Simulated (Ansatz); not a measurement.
The cluster Ta₃⁺. Charge 1, multiplicity 1. Geometry PBE-D4/def2-TZVP.

```xyz
3

Ta    1.273    0.616   -0.340
Ta   -0.824   -0.764   -0.923
Ta   -0.449    0.148    1.263
```

In the def2 sets Ta takes a core potential; there is no spin–orbit coupling. LC-ωPBE has ω = 0.4 bohr⁻¹. The restricted singlet is unstable towards broken spin symmetry at other levels; at revPBE-D4/def2-TZVP, PBE0-D4/def2-SVP, LC-ωPBE/def2-TZVP, ωB97M-V/def2-TZVP this wasn't settled. At PBE0-D4/def2-TZVP the restricted singlet is unstable: a solution with broken spin symmetry lies lower. The geometry of the singlet was relaxed on an unsound state (restricted singlet, unstable towards broken spin symmetry). At PBE0-D4/def2-TZVP a triplet of charge 1 lies 0.67 eV below the restricted singlet, each at its own geometry. That triplet is doubtful there (⟨S²⟩ 2.53, where a pure state has 2.00). The structure comes from a short search, and lower isomers may exist.

Problem. Estimate the orbital energies around the gap (eV) in Ansatz with revPBE-D4/def2-TZVP, PBE0-D4/def2-SVP, PBE0-D4/def2-TZVP, LC-ωPBE/def2-TZVP, ωB97M-V/def2-TZVP.

Solution. 
```
orbital  revPBE-D4/def2-TZVP  PBE0-D4/def2-SVP  PBE0-D4/def2-TZVP  LC-ωPBE/def2-TZVP  ωB97M-V/def2-TZVP
 HOMO−5                -9.91            -10.72             -10.63             -12.72             -12.51
 HOMO−4                -9.80            -10.65             -10.54             -12.30             -12.15
 HOMO−3                -9.24            -10.09             -10.00             -11.88             -11.70
 HOMO−2                -9.18            -10.02              -9.96             -11.63             -11.47
 HOMO−1                -8.44             -9.14              -9.04             -11.28             -11.15
   HOMO                -8.33             -9.09              -8.97             -10.79             -10.69
   LUMO                -8.19             -7.27              -7.15              -4.72              -5.09
 LUMO+1                -7.57             -6.90              -6.85              -4.45              -4.86
 LUMO+2                -7.15             -6.47              -6.44              -4.24              -4.65
 LUMO+3                -6.66             -5.83              -5.76              -3.25              -3.56
 LUMO+4                -6.11             -5.25              -5.24              -3.04              -3.44
 LUMO+5                -6.00             -5.14              -5.17              -3.02              -3.33
```
